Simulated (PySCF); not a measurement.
SiHCl, SMILES [SiH]Cl (connectivity only; charge and spin as stated), neutral, multiplicity 1. Atoms are numbered in the order given.

```xyz
3

Si     0.1114     1.1050     0.0000
H     -1.4186     1.3137     0.0000
Cl    -0.0083    -0.9873     0.0000
```
Charge 0, spin multiplicity 1.

The structure is a stationary point at PBE-D3(BJ)/def2-TZVP. The isomer is the one that the SMILES or the coordinates give; other isomers of the formula were not compared.

Two levels are set side by side: PBE/pcSseg-2 (PySCF) and PBE0/pcSseg-2 (PySCF). GIAO shifts against HCl (³⁵Cl), TMS (²⁹Si), TMS (¹H) at the same level; non-relativistic, no solvent, atoms listed together averaged. Without spin–orbit terms, shifts of atoms bonded to Cl or Br come out too high at both levels. Differences are taken from unrounded values.

```
quantity               PBE0    PBE  PBE minus PBE0
--------------------  -----  -----  --------------
δ(²⁹Si) of Si1 (ppm)  591.6  598.7             7.2
δ(¹H) of H2 (ppm)     11.14  11.48            0.33
δ(³⁵Cl) of Cl3 (ppm)  590.6  679.4            88.8
```

Rough cost on one machine, each run with all the roots and properties that it gave: PBE0 against PBE within a factor of 2.
